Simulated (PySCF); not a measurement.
Gas-phase XPS of `CC#[C][AlH][C](C)(C)C`, computed

Compound: C7H13Al.
SMILES with atom numbers: `[CH3:1][C:2]#[C:3][AlH:4][C:5]([CH3:6])([CH3:7])[CH3:8]`

Structure used (PBE0-D3(BJ)/def2-SVP), in Å, numbered top down from 1:
```xyz
21
C7H13Al angstrom
C      4.3733    0.0766   -0.1518
C      3.0094   -0.3703    0.0633
C      1.8595   -0.7508    0.2475
Al     0.0618   -1.3255    0.5362
C     -1.4009   -0.0339    0.1773
C     -1.3096    0.4049   -1.2884
C     -1.1908    1.1875    1.0799
C     -2.7714   -0.6541    0.4516
H      4.9911   -0.7278   -0.5812
H      4.8382    0.3837    0.7984
H      4.4091    0.9372   -0.8380
H     -0.1947   -2.8076    1.0552
H     -2.0826    1.1650   -1.5163
H     -0.3312    0.8543   -1.5260
H     -1.4718   -0.4323   -1.9892
H     -0.2071    1.6588    0.9184
H     -1.9599    1.9584    0.8767
H     -1.2692    0.9368    2.1520
H     -2.9643   -1.5351   -0.1830
H     -3.5802    0.0749    0.2509
H     -2.8796   -0.9785    1.4998
```

Computed with PySCF, delta-SCF UKS SCAN, pcX-2 on the ionised atom, pcseg-1 elsewhere, spin-free X2C. Vertical ΔSCF values, vacuum level as zero.

Task: List the computed XPS lines with their assignment.

Result: 
| atom(s) | bonded to | level | binding energy (eV) | above the level's lowest (eV) | count |
| --- | --- | --- | --- | --- | --- |
| Al4 | 2 C and H | Al 1s | 1566.22 | 0.00 | 1 |
| C1 | C and 3 H | C 1s | 291.60 | +2.54 | 1 |
| C6/C7/C8 | C and 3 H | C 1s | 290.20 | +1.14 | 3 |
| C2 | C (triple bond) and C | C 1s | 290.11 | +1.05 | 1 |
| C5 | 3 C and Al | C 1s | 289.43 | +0.37 | 1 |
| C3 | C (triple bond) and Al | C 1s | 289.06 | 0.00 | 1 |

Lowest listed C 1s: C3, bonded to C (triple bond) and Al. Highest, 2.54 eV above it: C1, bonded to C and 3 H. Summing the Pauling electronegativity differences to the bonded atoms, each weighted by its formal bond order, gives -0.94 for the lowest site and -1.05 for the highest; the largest sum, 0.00, belongs to C2, 1.49 eV below the top. The smallest sum, -1.05, belongs to C6/C7/C8, 1.14 eV above the lowest.

Task: Which photon energy gives electrons from C 1s of C1 a kinetic energy of 20 eV, and what is their de Broglie wavelength?

Result: hν = 291.60 + 20 = 311.60 eV, recoil neglected; λ = 12.264 Å/√(E/eV) = 2.74 Å.

Task: Which photon wavelength matches the C 1s of C1 threshold?

Result: λ = hc/E = 12398.42 eV Å / 291.60 eV = 42.519 Å.

One atom of each set of topologically equivalent atoms was ionised and stands for the set; in this conformer not all members are related by symmetry, and their own values weren't computed. The unrestricted hole states depart most from a pure doublet (⟨S²⟩ = 0.75; over 0.85 named) for C 1s of C2 (0.87), which makes this value less certain. Isolated species at its PBE0-D3(BJ)/def2-SVP geometry, gas phase.
